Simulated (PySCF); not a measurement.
Molfile (atoms numbered from 1):
```
C6H9F
     RDKit          3D

 16 15  0  0  0  0  0  0  0  0999 V2000
   -1.7357   -0.9741   -1.4415 C   0  0  0  0  0  0  0  0  0  0  0  0
   -0.8308   -0.5065   -0.5617 C   0  0  0  0  0  0  0  0  0  0  0  0
   -0.8737   -0.9277    0.8794 C   0  0  0  0  0  0  0  0  0  0  0  0
    0.1990    0.4212   -1.0380 C   0  0  0  0  0  0  0  0  0  0  0  0
    1.1983    1.0325   -0.3782 C   0  0  0  0  0  0  0  0  0  0  0  0
    1.5905    0.9838    1.0657 C   0  0  0  0  0  0  0  0  0  0  0  0
    2.8161    1.5831    1.2213 F   0  0  0  0  0  0  0  0  0  0  0  0
   -2.5259   -1.6635   -1.1334 H   0  0  0  0  0  0  0  0  0  0  0  0
   -1.7098   -0.6793   -2.4940 H   0  0  0  0  0  0  0  0  0  0  0  0
   -0.9251   -0.0600    1.5550 H   0  0  0  0  0  0  0  0  0  0  0  0
   -1.7503   -1.5590    1.0773 H   0  0  0  0  0  0  0  0  0  0  0  0
    0.0229   -1.5057    1.1537 H   0  0  0  0  0  0  0  0  0  0  0  0
    0.1255    0.6511   -2.1061 H   0  0  0  0  0  0  0  0  0  0  0  0
    1.8406    1.7098   -0.9521 H   0  0  0  0  0  0  0  0  0  0  0  0
    1.6620   -0.0464    1.4503 H   0  0  0  0  0  0  0  0  0  0  0  0
    0.8640    1.5279    1.6975 H   0  0  0  0  0  0  0  0  0  0  0  0
  1  2  2  0
  2  3  1  0
  2  4  1  0
  4  5  2  0
  5  6  1  0
  6  7  1  0
  1  8  1  0
  1  9  1  0
  3 10  1  0
  3 11  1  0
  3 12  1  0
  4 13  1  0
  5 14  1  0
  6 15  1  0
  6 16  1  0
M  END
```

One conformer, in vacuum, fast rotation and ring inversion assumed for equivalent nuclei, no relativistic terms. Shielding tensors at B97-2/pcSseg-1 (GIAO); structure optimised with PBE0-D3(BJ)/def2-SVP; J: B3LYP/pcJ-1 (spin–dipole term only in couplings to heteroatoms); PySCF 2.14.0 with density-fitted response routines.

Chemical shifts δ = σref − σ; $^{1}$H vs TMS, all at this level.

The spectrum was simulated from the full spin Hamiltonian at 200 MHz with 1.2 Hz Lorentzian lines, from shifts rounded to 0.01 ppm and J to 0.1 Hz, couplings under 1 Hz left out.

Problem. List the maxima of its $^{1}$H spectrum with integrals.

Solution. 
```csv
region,integral (H),ppm,Hz,height
1,3,5.990,1198.0,6
1,,5.979,1195.8,7
1,,5.973,1194.5,10
1,,5.956,1191.2,5
1,,5.919,1183.9,11
1,,5.916,1183.2,12
1,,5.906,1181.2,19
1,,5.898,1179.6,23
1,,5.882,1176.4,11
1,,5.874,1174.9,8
1,,5.855,1170.9,10
1,,5.838,1167.5,4
1,,5.832,1166.4,6
1,,5.827,1165.4,4
1,,5.783,1156.7,2
1,,5.779,1155.8,3
1,,5.764,1152.8,2
1,,5.759,1151.8,3
1,,5.753,1150.7,2
1,,5.735,1147.0,3
1,,5.729,1145.9,4
1,,5.724,1144.7,3
1,,5.705,1140.9,8
1,,5.686,1137.1,4
1,,5.680,1135.9,5
1,,5.674,1134.7,3
1,,5.661,1132.2,2
1,,5.655,1131.0,3
1,,5.649,1129.8,2
1,,5.622,1124.3,19
1,,5.612,1122.4,25
1,,5.603,1120.5,23
1,,5.593,1118.6,15
2,3,5.361,1072.2,7
2,,5.352,1070.4,15
2,,5.343,1068.6,16
2,,5.336,1067.1,20
2,,5.326,1065.3,20
2,,5.319,1063.9,14
2,,5.311,1062.1,13
2,,5.301,1060.3,8
2,,5.234,1046.7,7
2,,5.224,1044.8,16
2,,5.214,1042.9,24
2,,5.206,1041.1,24
2,,5.196,1039.2,16
2,,5.187,1037.4,8
2,,5.143,1028.7,25
2,,5.140,1028.0,25
3,3,1.845,368.9,96
3,,1.840,368.0,100
3,,1.836,367.1,96
```

Problem. Summarise it as multiplets with assignments.

Solution. $^{1}$H NMR (200 MHz, computed): δ 5.93 (m, 1H, H13), 5.75 (m, 1H, H14), 5.47 (m, 2H, H15/H16), 5.21 (oct, J = 2.0 Hz, 1H, H8), 5.14 (sept of d, J = 1.7, 1.1 Hz, 1H, H9), 1.84 (ddd, J = 2.1, 1.4, 1.1 Hz, 3H, H10/H11/H12). These are first-order names; overlap and second-order distortion can hide them in the list.

Splittings below 1 Hz are ignored in the labels, and close J values are merged. Unscaled 3J(H,H) at this level run about 10 % above measured values. Couplings across =CH–CH2 type bonds come from one rotamer and its mirror image, and can be 1–2 Hz further off. 3J across rotatable bonds or in flexible rings reflects this conformer alone.
